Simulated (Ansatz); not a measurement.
Ansatz results at the PBE0-D4/def2-TZVP geometry: HOMO–LUMO gap (B3LYP/def2-TZVPP) 7.24 eV; LUMO energy (PBE/def2-TZVPP) -0.47 eV; HOMO–LUMO gap (PBE0/def2-TZVPP) 7.77 eV.

Each molecule was computed in one conformer, which needn't be the lowest.

Question: Which molecule gave them?
A. `CC(F)[O][AlH2]`
B. `CC[SiH2]CO`
C. `CCC[SiH2]O`
D. `CC(C)O[SiH3]`

Answer: B. The others give `CC(C)O[SiH3]`: 7.99, -0.47, 8.43; `CCC[SiH2]O`: 7.72, -0.63, 8.21; `CC(F)[O][AlH2]`: 6.85, -1.85, 7.26.

B3LYP here is the variant with VWN-RPA as its local correlation; programs differ in this.
